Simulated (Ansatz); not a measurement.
Frontier orbitals of C$_{2}$H$_{6}$B$_{2}$ (`BBC=C`).

```csv
atom,x (Å),y (Å),z (Å)
B1,-0.3905,2.0539,0.1671
B2,-0.4177,0.4527,-0.1938
C3,0.5581,-0.6603,0.2453
C4,0.3812,-1.9275,-0.1458
H5,-0.9757,2.5080,1.1130
H6,0.1637,2.8597,-0.5307
H7,-1.3301,0.0950,-0.9024
H8,1.4149,-0.4493,0.8831
H9,-0.4551,-2.2001,-0.7830
H10,1.0512,-2.7322,0.1472
```

Charge 0, multiplicity 1. The structure was optimised at the PBE0-D4/def2-TZVP level. It is one conformer, not always the lowest. Basis def2-TZVPP, Ansatz 0.2.0.

```tsv
functional	HOMO (eV)	LUMO (eV)	gap (eV)
PBE	-6.77	-2.89	3.88
PBE0	-8.13	-1.91	6.22
LC-ωPBE	-10.99	0.36	11.35
ωB97M-V	-10.44	0.13	10.57
```

From PBE to PBE0 the HOMO moves by −1.36 eV and the LUMO by +0.98 eV, and with ωB97M-V by −3.67 and +3.01 eV, so the gap grows from 3.88 to 10.56 eV with exact exchange. A positive LUMO is unbound and depends on the basis.

LC-ωPBE has ω = 0.4 bohr⁻¹.
